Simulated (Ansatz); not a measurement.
Molecule: C3H4NSSi, charge -1, multiplicity 1. It need not be the lowest isomer of its formula. Whether it binds its extra electron was not tested at this geometry. 
Coordinates optimised at B3LYP-D3(BJ)/def2-TZVP (Ansatz, a first-principles code):
```xyz
10

Si    -2.1072    -0.4976     0.1237
C     -0.2963    -0.2381     0.0102
N      0.5696    -1.2263    -0.0920
C      1.8611    -0.7487    -0.1604
C      2.1180     0.6195    -0.1192
S      0.5512     1.3086     0.0183
H     -2.8134     0.8106     0.2286
H     -2.6976    -1.1976    -1.0561
H     -2.5347    -1.2993     1.3091
H      2.6438    -1.4971    -0.2465
```
Charge -1, spin multiplicity 1.

Total electronic energies in hartree. Correlated levels leave the core frozen unless marked. No spin-orbit coupling. Non-relativistic. CBS(X,Y): correlation extrapolated as X^-3; Hartree-Fock from the larger set.

The Hartree-Fock reference is unstable (checked in the largest basis), which strains HF and MP2. 

```
level                                                program  energy (Eh)
--------------------------------------------  --------------  -----------
HF/STO-3G                                             Ansatz   -846.85384
HF/cc-pV(D+d)Z                                        Ansatz   -856.80632
RI-HF/cc-pV(T+d)Z                                     Ansatz   -856.87894
RI-HF/aug-cc-pV(Q+d)Z                                 Ansatz   -856.90183
PBE/def2-TZVPD                                        Ansatz   -858.70883
r2SCAN/def2-TZVPD                                     Ansatz   -859.08643
BHLYP-D4/def2-TZVPD                           Ansatz + dftd4   -859.13000
r2SCANh/def2-TZVPD                                    Ansatz   -859.07070
CAM-B3LYP/def2-TZVPD                                  Ansatz   -859.15475
MP2/STO-3G                                            Ansatz   -847.14878
MP2/aug-cc-pV(D+d)Z                                   Ansatz   -857.67453
MP2/aug-cc-pV(Q+d)Z                                   Ansatz   -857.97230
RI-MP2/CBS(aug-cc-pV(T+d)Z,aug-cc-pV(Q+d)Z)           Ansatz    -858.0147
SCS-MP2/aug-cc-pV(T+d)Z                               Ansatz   -857.87901
SCS-MP2/cc-pV(T+d)Z                                   Ansatz   -857.84972
SCS-MP2/cc-pwCVTZ                                     Ansatz   -857.86671
CCSD/6-31G                                            Ansatz   -857.08843
CCSD/cc-pV(Q+d)Z                                      Ansatz   -857.97084
CCSD(T)/aug-cc-pV(D+d)Z                               Ansatz   -857.75424
CCSD(T)/cc-pVTZ                                       Ansatz   -857.94462
CCSD(T)/aug-cc-pV(Q+d)Z                               Ansatz   -858.04673
CCSD(T)/cc-pV(Q+d)Z                                   Ansatz   -858.03599
CCSD(T)/CBS(aug-cc-pV(T+d)Z,aug-cc-pV(Q+d)Z)          Ansatz    -858.0838
```

Totals of different functionals don't rank their quality; only differences between species are comparable.
